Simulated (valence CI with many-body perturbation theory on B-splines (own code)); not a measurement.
## E1 line list for Sn XIX

Level of theory: valence CI with perturbative core correlation (CI+MBPT): four valence electrons over a frozen Dirac-Fock core [Ar] 3d10, a basis of 11 s, 11 p, 9 d, 7 f, 5 g, 2 h, 1 i functions for each j, with the one-electron correlation potential Σ1, the two-electron term Σ2, the three-electron term Σ3, Breit, model QED; selected CI, second order for the rest (own B-spline code, finite nucleus).

No measured levels were compared; by estimate levels hold to about 250 cm⁻¹ or 0.2 % of their energy and the worst to 1 %, as in measured heavy ions of charge 2 to 7; those with d or f electrons hold less well.

Lines 1 to 50 of 225 in falling wavelength, among levels below 151.36 eV, chosen from the strongest by gf and those to the six lowest levels. Wavelengths and rates use the calculated energies, so an error of 1000 cm⁻¹ moves a line at 45.04 nm by 0.45 % and its rate by three times that or more. Electric multipoles are in the length gauge, E1 and E2 with the static RPA response of the core. Weak lines are less certain than strong ones. Lines between different terms over intervals too small for the method are left out, as are lines whose strength nearly cancels. Where a level lies close to another of its J and parity, the split of strength between their lines is uncertain. The highest levels of a list are the least certain.

Names give the largest LS component (configuration and term), which can be under half, so a name can repeat, a term be missing and a line seem to break the LS rules; names also repeat where a configuration has a term twice. Letters in brackets count levels of one name in rising energy.

```
λ vac (nm)             Upper              Lower   A (s⁻¹)  S (a.u.)
     45.04       4s4p³ ⁵S°_2        4s²4p² ³P_2  2.57e+07  5.79e-03
     40.74       4s4p³ ³D°_1        4s²4p² ¹S_0  3.78e+07  3.79e-03
     34.82       4s4p³ ³D°_1        4s²4p² ³P_2  2.86e+08  1.79e-02
     33.40          4p⁴ ¹D_2        4s4p³ ¹P°_1  1.82e+09  1.67e-01
     33.10          4p⁴ ³P_2        4s4p³ ³S°_1  2.38e+09  2.13e-01
     33.01       4s4p³ ⁵S°_2        4s²4p² ¹D_2  5.65e+08  5.01e-02
     32.85       4s4p³ ³D°_2        4s²4p² ³P_2  1.35e+08  1.18e-02
     32.55      4s4p²4d ⁵F_5      4s²4p4d ³F°_4  9.58e+08  1.79e-01
     31.62      4s4p²4d ¹G_4      4s²4p4d ¹F°_3  1.51e+09  2.12e-01
     31.30       4s4p³ ⁵S°_2        4s²4p² ³P_1  8.82e+08  6.67e-02
     30.44       4s4p³ ³D°_3        4s²4p² ³P_2  2.22e+09  2.17e-01
     30.05       4s4p³ ³P°_1        4s²4p² ¹S_0  6.36e+08  2.55e-02
     29.04          4p⁴ ³P_0        4s4p³ ³S°_1  1.18e+10  1.43e-01
     28.91          4p⁴ ³P_2        4s4p³ ¹D°_2  3.44e+09  2.05e-01
     27.37      4s4p²4d ⁵F_2        4s4p³ ³P°_2  2.37e+09  1.20e-01
     27.16       4s4p³ ³D°_1        4s²4p² ¹D_2  1.68e+09  5.00e-02
     26.98          4p⁴ ¹D_2        4s4p³ ³P°_2  7.50e+09  3.64e-01
     26.95  4s4p²4d ³D_2 [a]  4s²4p4d ³P°_2 [b]  2.43e+09  1.17e-01
     26.69       4s4p³ ³P°_1        4s²4p² ³P_2  6.73e+07  1.89e-03
     26.24       4s4p³ ¹D°_2        4s²4p² ³P_2  1.10e+09  4.90e-02
     26.23          4p⁴ ³P_1        4s4p³ ³S°_1  4.69e+09  1.25e-01
     26.10       4s4p³ ³S°_1        4s²4p² ¹S_0  1.92e+09  5.06e-02
     25.99       4s4p³ ³D°_1        4s²4p² ³P_1  3.08e+07  8.02e-04
     25.95       4s4p³ ³D°_2        4s²4p² ¹D_2  2.28e+08  9.82e-03
     25.76  4s4p²4d ³F_3 [b]      4s²4p4d ³D°_3  1.60e+09  9.42e-02
     25.69  4s4p²4d ³D_2 [b]      4s²4p4d ³P°_1  2.93e+09  1.23e-01
     25.62  4s4p²4d ³D_3 [c]  4s²4p4d ³P°_2 [b]  2.86e+09  1.66e-01
     25.34          4p⁴ ³P_0        4s4p³ ³P°_1  1.20e+10  9.65e-02
     25.23  4s4p²4d ³D_3 [a]      4s²4p4d ³F°_4  1.65e+09  9.14e-02
     25.09          4p⁴ ³P_2        4s4p³ ³D°_3  1.46e+10  5.67e-01
     24.88       4s4p³ ³D°_2        4s²4p² ³P_1  6.70e+09  2.55e-01
     24.78          4p⁴ ¹S_0        4s4p³ ¹P°_1  2.80e+10  2.10e-01
     24.71  4s4p²4d ³F_3 [b]      4s²4p4d ¹D°_2  2.06e+09  1.07e-01
     24.43       4s4p³ ³D°_3        4s²4p² ¹D_2  3.77e+09  1.90e-01
     24.34      4s4p²4d ¹G_4      4s²4p4d ³F°_4  4.73e+09  3.03e-01
     24.29      4s4p²4d ³G_5      4s²4p4d ³F°_4  9.34e+09  7.27e-01
     23.97  4s4p²4d ³D_3 [c]      4s²4p4d ¹D°_2  2.68e+09  1.27e-01
     23.75  4s4p²4d ³P_2 [a]      4s²4p4d ³F°_2  2.56e+09  8.45e-02
     23.66          4p⁴ ³P_2        4s4p³ ³D°_2  7.29e+09  2.38e-01
     23.53       4s4p³ ³S°_1        4s²4p² ³P_2  1.65e+09  3.18e-02
     23.53          4p⁴ ³P_1        4s4p³ ¹D°_2  5.91e+09  1.14e-01
     23.40  4s4p²4d ³F_4 [b]      4s²4p4d ³D°_3  5.38e+09  3.06e-01
     23.39  4s4p²4d ³F_2 [b]      4s²4p4d ³F°_3  2.98e+09  9.40e-02
     23.12  4s4p²4d ³D_3 [a]  4s²4p4d ³P°_2 [a]  8.99e+09  3.84e-01
     23.07          4p⁴ ¹D_2        4s4p³ ¹D°_2  5.85e+09  1.77e-01
     22.73          4p⁴ ³P_2        4s4p³ ³D°_1  3.33e+09  9.64e-02
     22.65  4s4p²4d ³D_3 [b]  4s²4p4d ³P°_2 [a]  9.38e+09  3.77e-01
     22.54      4s4p²4d ³G_4      4s²4p4d ³F°_3  1.41e+10  7.18e-01
     22.52       4s4p³ ³P°_2        4s²4p² ³P_2  1.92e+10  5.40e-01
     22.18  4s4p²4d ³D_1 [c]      4s²4p4d ³D°_1  6.55e+09  1.06e-01
```
